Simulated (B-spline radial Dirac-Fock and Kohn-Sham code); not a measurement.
# Radiative decay of the 1s hole in Mn⁺

System: the Mn⁺ ion, configuration [Ar] 3d5 4s1.

The computed values come from a radial B-spline solver: independent-particle rates on relativistic LDA orbitals of the hole state (multipoles up to L = 3, Coulomb Auger matrix elements, transition energies from Dirac-Fock).

| line | multipole | energy (eV) | rate (s⁻¹) | share (%) |
| --- | --- | --- | --- | --- |
| Kα2 | E1 | 5886.6 | 1.58e+14 | 30.1 |
| Kα1 | E1 | 5896.8 | 3.11e+14 | 59.1 |
| Kβ3 | E1 | 6486.6 | 1.90e+13 | 3.61 |
| Kβ1 | E1 | 6487.8 | 3.74e+13 | 7.12 |

The listed lines hold 100.0 % of the radiative rate. The radiative width is 0.346 eV in the length form and 0.358 eV in the velocity form; the two differ because the transition energies are not eigenvalue differences of the potential that gave the orbitals. Kα2/Kα1 is 0.510 and Kβ/Kα is 0.120.
